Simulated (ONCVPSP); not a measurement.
## What one change does to a pseudopotential (Ti (Z = 22), ONCV)

* Element: Ti
* Generator: ONCVPSP 4.0.1
* Type: optimised norm-conserving Vanderbilt (ONCV)
* Functional: PBE
* Relativity: scalar-relativistic
* Frozen core: [Ne] 3s2
* Valence charge: 10
* Reference configuration: 3p6 3d2 4s2
* Partial waves: 4s: rc 3.00 bohr, ncon 4, nbas 7, qcut 1.9 1/bohr, 3 projectors, debl 3.8 Ha; 3p: rc 1.15 bohr, ncon 4, nbas 8, qcut 6.3 1/bohr, 2 projectors, debl 3.7 Ha; 3d: rc 2.10 bohr, ncon 3, nbas 8, qcut 7.1 1/bohr, 1 projector
* Local potential: polynomial inside 0.75 bohr (lpopt 1, dvloc0 2 Ha)
* Core correction: polynomial model core, fcfact 0.7

All-electron outer shells of the reference configuration (PBE, scalar-relativistic, ld1.x):

```
shell  level (eV)  outermost node (bohr)  outermost maximum (bohr)
   3s      -62.63                   0.40                      0.87
   3p      -38.86                   0.37                      0.90
   4s       -4.47                   1.24                      2.92
   3d       -4.26                      –                      0.98
```

Change: p: rc 1.56.

Cutoffs: the cutoffs (Ha) at which the residual kinetic energy of the hardest occupied pseudo-wave falls to 1 and 0.1 mHa per electron; they do not see the model core or the augmentation charge, which bear on the density cutoff. Errors are all-electron minus pseudo energies relative to the spin-unpolarised reference configuration.

Problem. What does the change do?

Solution. The potential gets softer (19 Ha and 50 Ha → 19 Ha and 30 Ha); the errors of the 4 common tests hardly move; neither file shows a bound ghost. A larger radius leaves more room for a smooth pseudo-wave, so fewer plane waves are needed.

| quantity | base | changed |
| --- | --- | --- |
| cutoff, loose | 19 Ha | 19 Ha |
| cutoff, tight | 50 Ha | 30 Ha |
| loose cutoff by channel | s 4.3 Ha, p 19 Ha, d 19 Ha | s 4.3 Ha, p 18 Ha, d 19 Ha |
| bound ghosts | none | none |
| GHOST(+) flags under 300 eV | s at 35.5 eV, s at 269.3 eV | s at 35.5 eV, s at 269.3 eV |
| error for 3p6 3d2 4s1, meV [ΔE 7.35 eV] | -2.7 | -2.7 |
| error for 3p6 3d2 4s0, meV [ΔE 20.92 eV] | -24 | -24 |
| error for 3p6 3d1 4s0, meV [ΔE 47.87 eV] | +119 | +118 |
| error for 3p5 3d2 4s2, meV [ΔE 45.56 eV] | -305 | -297 |
| s: phases at 3.04 bohr within 0.05 rad from the reference energy up to (Ha; the scan ends near 5) | 1.0 | 1.0 |
| d: phases at 2.13 bohr within 0.05 rad from the reference energy up to (Ha; the scan ends near 5) | 0.6 | 0.6 |
| rms error of d²Exc/dni dnj with the model core, mHa | 0.86 | 0.85 |
